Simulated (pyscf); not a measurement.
Single points on ωB97X-D3(BJ)/def2-SVP structures (PySCF, gas phase). Correlated levels are frozen-core, on RHF or UHF. ΔMP2 is the change of the MP2 total energy from the triple- to the quadruple-zeta basis. Singlets are restricted, triplets unrestricted.

Singlet (Å):
```xyz
8

Si    -0.3626     1.1920    -1.3411
N      0.3526    -0.0125    -0.3292
Si    -0.3835    -0.7162     1.1083
H     -1.6499     1.2770    -0.5025
H      1.2792    -0.3461    -0.5856
H      0.5705    -1.7152     1.6749
H     -1.6620    -1.4005     0.7684
H     -0.6573     0.3316     2.1310
```

Triplet (Å):
```xyz
8

Si     0.7988     1.5503    -2.0323
N      0.5401     1.4144    -0.3165
Si     0.3021    -0.0912     0.5480
H     -0.3949     1.8708    -2.8905
H      0.7335     2.2408     0.2468
H     -0.3159    -1.0594    -0.3980
H     -0.5999     0.1485     1.7130
H      1.5764    -0.6705     1.0700
```

Problem. For these two minima of `[SiH][NH][SiH3]`, which spin state lies lower at CCSD(T)/def2-TZVPP + ΔMP2(QZVPP), and by how much (electronic energies)?

Solution. The singlet, by 1.77 eV. Zero-point energy shifts E(triplet) − E(singlet) by -0.03 eV. Other isomers of :HSi–NH–SiH₃ [singlet] were not searched in full and may lie lower. 

E(triplet) − E(singlet) by level (eV):

```
level                               gap
--------------------------------  -----
ωB97X-D3(BJ)/def2-TZVP            +1.79
PBE/def2-TZVP                     +1.55
r²SCAN/def2-TZVP                  +1.36
B3LYP-D3(BJ)/def2-TZVP            +1.72
PBE0-D3(BJ)/def2-TZVP             +1.51
M06-2X/def2-TZVP                  +1.66
ωB97M-D3(BJ)/def2-TZVP            +1.95
HF/def2-TZVP                      +1.00
MP2/def2-QZVPP                    +1.67
CCSD/def2-TZVPP                   +1.70
CCSD(T)/def2-TZVPP                +1.74
CCSD(T)/def2-TZVPP + ΔMP2(QZVPP)  +1.77
```

The triplet is the lowest one reached from the SCF start used. The CCSD(T) − MP2 part came from Ansatz, without density fitting, on the same reference.
